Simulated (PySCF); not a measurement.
Compound: C7H13Al.
Cartesian coordinates in Å at the PBE0-D3(BJ)/def2-SVP level; atoms count from 1:
```
atom  x, y, z in Å
C1    -1.749    1.564    0.324
C2    -1.553    0.297   -0.084
C3    -2.707   -0.661   -0.176
C4    -0.224   -0.292   -0.427
C5     0.921    0.657   -0.822
C6     2.292    0.003   -0.593
C7     2.426   -0.460    0.870
Al8    0.596   -1.112    1.185
H9    -2.746    1.912    0.604
H10   -0.939    2.295    0.378
H11   -2.845   -0.997   -1.218
H12   -2.520   -1.570    0.423
H13   -3.648   -0.210    0.169
H14   -0.355   -1.062   -1.211
H15    0.813    1.003   -1.865
H16    0.876    1.567   -0.198
H17    2.386   -0.869   -1.266
H18    3.097    0.698   -0.888
H19    3.256   -1.166    1.029
H20    2.633    0.407    1.526
H21   -0.079   -1.967    2.345
```

The calculation used TDDFT B3LYP/def2-SVPD, vertical, gas phase, core orbitals frozen in the response (PySCF).

Kohn–Sham orbitals with the atoms that hold most of them (Löwdin shares over 4%, at most four atoms; ? is withheld):

| orbital | ε (eV) | atoms |
| --- | --- | --- |
| HOMO-3 | -8.77 | C5 18%, C6 14%, C4 12%, H16 8% |
| HOMO-2 | -7.98 | C4 19%, C2 17%, Al8 12%, H21 10% |
| HOMO-1 | -7.36 | ? |
| HOMO | ? | C1 28%, C4 19%, C2 19%, Al8 9% |
| LUMO | -1.27 | ? |
| LUMO+1 | -0.06 | Al8 41%, C2 9%, C7 7%, C1 6% |
| LUMO+2 | 0.41 | Al8 31%, C2 14%, C1 12%, H21 8% |

Give the leading atoms of the HOMO-1.

C7 (bonded to Al, C and 2 H) 34%; Al8 (bonded to 2 C and H) 18%; C6 (bonded to 2 C and 2 H) 11%; H21 (bonded to Al) 9%. By element: carbon 46% or more, aluminium 18%, hydrogen 9% or more.

Give the leading atoms of the LUMO.

Al8 (bonded to 2 C and H) 56%; H21 (bonded to Al) 12%; C7 (bonded to Al, C and 2 H) 10%; C4 (bonded to Al, 2 C and H) 8%. By element: aluminium 56%, carbon 17% or more, hydrogen 12% or more.

What is the HOMO energy, and the HOMO–LUMO gap?

ε(HOMO) = -5.96 eV; the gap is 4.69 eV (0.1725 hartree).

The HOMO–LUMO gap is 4.69 eV. Where does the response calculation put the lowest singlet, and from which orbitals?

S1 is at 3.79 eV (f = 0.018), 0.90 eV below the gap, made of HOMO→LUMO (97%). 

One configuration dominates each of S1, S2, S3 and S5. Which, and how do the shares of the two leading atoms of either orbital change from the occupied to the empty one?

- S1 (3.79 eV, f 0.018), HOMO→LUMO (97%): C1 28% → at most 8%, C4 19% → 8%, Al8 9% → 56%, H21 at most 10% → 12%
- S2 (4.99 eV, f 0.0009), HOMO-1→LUMO (92%): C7 34% → 10%, Al8 18% → 56%, H21 9% → 12%
- S3 (5.13 eV, f 0.039), HOMO→LUMO+1 (89%): C1 28% → 6%, C4 19% → at most 7%, Al8 9% → 41%, C2 19% → 9%
- S5 (5.72 eV, f 0.0010), HOMO-2→LUMO (84%): C4 19% → 8%, C2 17% → at most 8%, Al8 12% → 56%, H21 10% → 12%

Löwdin shares depend on the basis, the more so with diffuse functions.

One conformer stands for the species.
